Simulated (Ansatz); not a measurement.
Reaction (substitution at a C–C bond): `COC(F)CF` + `OC(F)CF` → `FCOC(F)CF` + `COCF`

Calculated with Ansatz (gas phase, PBE0-D4/def2-TZVP geometries, no zero-point term in ΔE). CCSD(T)/CBS is the MP2 limit (def2-TZVPP, def2-QZVPP) plus CCSD(T) − MP2 in def2-TZVPP, frozen cores. Functionals use def2-TZVPP. One conformer a species, not always the lowest.

```json
{"level": "revPBE-D4", "ΔE (kJ/mol)": "25.4"}
{"level": "BLYP-D4", "ΔE (kJ/mol)": "21.9"}
{"level": "r2SCAN0-D4", "ΔE (kJ/mol)": "28.1"}
{"level": "BHLYP", "ΔE (kJ/mol)": "24.0"}
{"level": "LC-ωPBE", "ΔE (kJ/mol)": "28.7"}
{"level": "HF/def2-TZVPP", "ΔE (kJ/mol)": "19.5"}
{"level": "SCS-MP2/def2-TZVPP", "ΔE (kJ/mol)": "24.7"}
{"level": "HF/def2-QZVPP", "ΔE (kJ/mol)": "19.3"}
```

(1) What does CCSD(T)/CBS give? (An estimate is asked.)

Largest T1 diagnostic among the species: 0.012.

## Answers

(1) Computed: +29.3 kJ/mol. The listed levels differ from it by -3.9, -7.4, -1.2, -5.3, -0.6, -9.8, -4.6, -10.0 kJ/mol.

Leaving LDA and LC-ωPBE aside and taking each functional with its dispersion term where it has one, the values, not all of them listed here, spread over 6.5 kJ/mol, from BLYP-D4 to ωB97M-V. LDA lies +4.3 kJ/mol from PBE without D4. At CCSD(T), def2-SVP lies −6.4 kJ/mol from the extrapolated value and def2-TZVPP −3.3 kJ/mol.

CCSD(T)/CBS has its own doubt, a few kJ/mol and more with outer-core shells, so smaller differences from it don't rank the levels.
